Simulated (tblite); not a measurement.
C₅H₁₀BN.
SMILES with atom numbers: `[CH3:1][B:2]([CH3:3])[C@@H:4]([CH3:5])[C:6]#[N:7]` (hydrogens: H8, H9, H10 on C1; H11, H12, H13 on C3; H14 on C4; H15, H16, H17 on C5)

Computed with GFN2-xTB (tblite), gas phase: L-BFGS steps from a force-field or distance-geometry start until the largest atomic force falls under 0.01 eV/Å.

Step 21: E = -541.6313 eV
```
atom  x, y, z in Å  |  force x, y, z in eV/Å
C1     -1.1323    1.3423    0.2806    0.010  -0.018   0.002
B2     -0.6548   -0.1461    0.1494    0.113  -0.041  -0.019
C3     -1.6396   -1.3486   -0.0792    0.027   0.043   0.027
C4      0.9297   -0.4498    0.1418    0.011  -0.025   0.036
C5      1.6888    0.2971   -0.9817   -0.021   0.006  -0.025
C6      1.4749   -0.0693    1.4200   -0.029  -0.082  -0.125
N7      1.8973    0.2419    2.4368    0.022   0.036   0.060
H8     -0.8093    1.9121   -0.5900   -0.007   0.054  -0.014
H9     -0.6620    1.8272    1.1354   -0.027   0.018   0.012
H10    -2.2092    1.4650    0.3678    0.023  -0.001   0.012
H11    -2.6614   -1.1525    0.2336   -0.017  -0.005   0.007
H12    -1.3113   -2.2775    0.3857   -0.017   0.033  -0.028
H13    -1.6714   -1.5371   -1.1541   -0.023  -0.055  -0.003
H14     1.1224   -1.5248    0.0314   -0.057   0.040   0.018
H15     1.0211    0.5119   -1.8145    0.038  -0.036   0.013
H16     2.5072   -0.3178   -1.3511    0.028   0.065   0.026
H17     2.1029    1.2380   -0.6219   -0.076  -0.032   0.000
```

Step 22: E = -541.6328 eV
```
atom  x, y, z in Å  |  force x, y, z in eV/Å
C1     -1.1322    1.3384    0.2820    0.010   0.014  -0.002
B2     -0.6535   -0.1487    0.1513    0.111  -0.019  -0.026
C3     -1.6414   -1.3470   -0.0779    0.016   0.032   0.018
C4      0.9303   -0.4516    0.1416    0.044  -0.001   0.001
C5      1.6897    0.2979   -0.9805   -0.001   0.011  -0.048
C6      1.4790   -0.0705    1.4179   -0.045  -0.090  -0.075
N7      1.8968    0.2413    2.4367    0.022   0.029   0.024
H8     -0.8100    1.9096   -0.5877    0.007   0.054  -0.028
H9     -0.6646    1.8252    1.1365   -0.013   0.021   0.029
H10    -2.2084    1.4621    0.3673   -0.002  -0.012   0.017
H11    -2.6622   -1.1449    0.2337   -0.025  -0.010   0.012
H12    -1.3182   -2.2766    0.3882   -0.013   0.019  -0.026
H13    -1.6742   -1.5359   -1.1528   -0.018  -0.057  -0.001
H14     1.1224   -1.5262    0.0255   -0.049   0.045   0.034
H15     1.0297    0.5047   -1.8205   -0.007  -0.049   0.002
H16     2.5152   -0.3114   -1.3425    0.041   0.053   0.030
H17     2.0946    1.2456   -0.6286   -0.079  -0.040   0.040
```

Problem. Estimate the geometry and energy of step 23. (The exact step hangs on the optimiser's Hessian estimate; all steps are aligned on step 22, rigid shifts and turns removed.)

Solution. E = -541.6345 eV, largest force 0.112 eV/Å
```
atom  x, y, z in Å  |  force x, y, z in eV/Å
C1     -1.1318    1.3342    0.2835    0.016   0.050  -0.009
B2     -0.6502   -0.1517    0.1531    0.063   0.022  -0.032
C3     -1.6433   -1.3447   -0.0761   -0.002   0.013  -0.001
C4      0.9319   -0.4531    0.1408    0.061   0.020  -0.042
C5      1.6908    0.2990   -0.9802    0.020   0.008  -0.055
C6      1.4830   -0.0733    1.4154   -0.039  -0.068   0.009
N7      1.8963    0.2406    2.4360    0.014   0.009  -0.030
H8     -0.8106    1.9072   -0.5855    0.017   0.048  -0.031
H9     -0.6676    1.8234    1.1381    0.001   0.020   0.039
H10    -2.2078    1.4586    0.3670   -0.017  -0.028   0.020
H11    -2.6636   -1.1367    0.2338   -0.017  -0.008   0.016
H12    -1.3270   -2.2757    0.3906   -0.004   0.002  -0.016
H13    -1.6776   -1.5352   -1.1509   -0.011  -0.053   0.005
H14     1.1221   -1.5266    0.0197   -0.031   0.020   0.038
H15     1.0392    0.4955   -1.8278   -0.054  -0.062  -0.016
H16     2.5253   -0.3033   -1.3321    0.056   0.038   0.029
H17     2.0840    1.2536   -0.6353   -0.075  -0.030   0.077
```

The energy changes by -0.0016 eV. The first-order estimate −F·Δx gives -0.0022 eV and the mean of the old and new forces, exact on a quadratic surface, -0.0016 eV. The step makes an angle of 76° with the force vector and moves no atom by more than 0.017 Å.

The cost below is that of the whole relaxation. Hardware: one thread of an Intel Xeon Platinum 8375C at 2.90 GHz, shared host with 128 logical CPUs at a one-minute load of 52. Cost: 0.8 s wall.
